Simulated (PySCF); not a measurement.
In(OH)3 (H3InO3), SMILES [OH][In]([OH])[OH]. Coordinates come from a B3LYP-D3(BJ)/def2-SVP optimisation. The def2 effective core potentials stand for the cores of In; spin–orbit coupling is left out. The values are those of a single conformer.

All values below come from B3LYP-D3(BJ)/def2-SVP in PySCF 2.14.0.

Harmonic wavenumbers (cm⁻¹): 116, 120, 139, 148, 249, 279, 570, 606, 622, 785, 833, 858, 3814, 3820, 3822. Rotational constants (GHz): 4.944, 4.622, 2.389; symmetry number 1.

Task: Work out the zero-point energy and the ideal-gas rigid-rotor harmonic-oscillator thermochemistry at 298.15 K and 1 atm.

Result: ZPE = ½ Σ hcν = ½ × 16782 cm⁻¹ = 23.99 kcal/mol. H − E(el) = 29.09 kcal/mol. Entropy in cal/(mol K): translation 41.23, rotation 26.18, vibration 16.98, total 84.39. G − E(el) = 3.93 kcal/mol. Cp = 24.05 cal/(mol K). Modes under 150 cm⁻¹ make the vibrational entropy uncertain.
